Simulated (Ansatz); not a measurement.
Geometry optimisation, RKS PBE0/def2-SVP in Ansatz 0.2.0.

Input:

```yaml
crystal:
  periodic: [false, false, false]
  atoms:
    - { symbol: W, position_ang: [0.0, 0.0, 0.0] }
    - { symbol: Cl, position_ang: [0.0, 0.0, 2.74] }
    - { symbol: H, position_ang: [1.72, 0.0, 0.0] }
    - { symbol: H, position_ang: [0.0, 1.72, 0.0] }
    - { symbol: H, position_ang: [-1.72, 0.0, 0.0] }
    - { symbol: Cl, position_ang: [0.0, -2.39, 0.0] }
    - { symbol: H, position_ang: [0.0, 0.0, -1.72] }
    - { symbol: O, position_ang: [1.4672, -1.5382, 0.7063] }
    - { symbol: H, position_ang: [1.0148, -2.4401, 0.751] }
    - { symbol: H, position_ang: [1.0355, -1.0857, 1.9242] }
basis:
  gaussian: { orbitals: def2-SVP }
hamiltonian:
  xc: pbe0
relax:
  f_tol: 0.15
  max_steps: 25
  restrain:
    - { distance: [0, 7], at: 3.14, k: 30.0 }
    - { distance: [9, 1], at: 2.57, k: 30.0 }
    - { distance: [0, 1], at: 2.39, k: 30.0 }
    - { distance: [9, 7], at: 1.01, k: 30.0 }
```

Launched with:

```bash
$ ansatz run input.yaml --threads 2 --pin off --max-ram 3072MiB --backend cpu --events-out ev --progress --plain --runs-dir out
```

Question: Where does it end, and by what steps?

Answer: It converged. The restraints hold the end off the free minimum. After 14 steps the energy has fallen by 12.014 eV (the restraints' own energy left out); Cl6 moved furthest, 1.31 Å. The start is strongly strained (largest force component 15 eV/Å), so its close contacts needn't be bonds. Parted: W1–O8 (2.24 → 3.12 Å), Cl6–O8 (1.84 → 3.76 Å), Cl6–H9 (1.26 → 3.66 Å). Joined: O8–H10 (1.37 → 0.98 Å).

```tsv
step	energy less start (eV)	largest force component (eV/Å)	accepted
0	0.0000	14.754	yes
1	-2.4629	10.937	yes
2	-5.3592	6.022	yes
3	-7.0081	4.388	yes
4	-8.7492	3.569	yes
5	-10.2711	3.817	yes
6	-11.1124	3.351	yes
7	-11.4739	2.541	yes
8	-11.7015	1.595	yes
9	-11.8382	1.261	yes
10	-11.9234	1.256	yes
11	-12.0029	0.982	yes
12	-11.9983	1.027	no
13	-12.0104	1.137	yes
14	-12.0138	0.993	yes
```

```xyz
10
Properties=species:S:1:pos:R:3
W 0.007 -0.218 0.031
Cl -0.025 0.365 2.323
H 1.174 0.603 -0.848
H -0.248 1.417 -0.089
H -1.541 0.347 -0.094
Cl -0.619 -2.091 -1.114
H -0.511 0.461 -1.384
O 2.000 -2.039 1.590
H 1.683 -2.949 1.599
H 1.598 -1.629 2.389
```

Time of the run: 92 s on 2 threads of Intel(R) Xeon(R) Platinum 8259CL CPU @ 2.50GHz (Skylake/Cascade Lake) (shared host), peak memory 0.3 GiB.
